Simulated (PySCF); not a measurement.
# Rb⁻ (rubidium, charge -1) across methods

[Kr] 5s2, closed-shell 1S. Calculation: PySCF 2.14, in aug-cc-pVDZ-X2C (7s6p4d, 45 functions); scalar relativity by spin-free X2C-1e.

```
method  E (hartree)  mean ε 4s (eV)  mean ε 4p (eV)  mean ε 5s (eV)  Σ⟨r²⟩ (bohr²)   ⟨S²⟩
PBEsol     -2978.75         -28.330         -12.418           0.708          145.7  0.000
   UHF  -2979.13996         -39.413         -18.790          -0.241          175.4  0.000
 HSE06     -2980.71         -30.866         -13.763           0.641          147.3  0.000
  PBE0     -2980.72         -31.330         -14.218           0.363          146.7  0.000
r2SCAN     -2981.00         -29.648         -13.171           0.649          151.0  0.000
   LDA     -2977.00         -28.332         -12.403           0.671          143.2  0.000
  BLYP     -2981.10         -28.090         -12.146           0.850          151.3  0.000
M06-2X     -2981.19         -33.179         -15.330           0.054          142.5  0.000
   PBE     -2980.64         -28.327         -12.410           0.703          146.4  0.000
```

The outer electron is barely bound at this level, so radii and moments hang on the diffuse functions.

The highest occupied level is positive at PBEsol, HSE06, PBE0, r2SCAN, LDA, BLYP, M06-2X, PBE: only the finite basis holds that electron, which in a density functional comes from self-interaction.
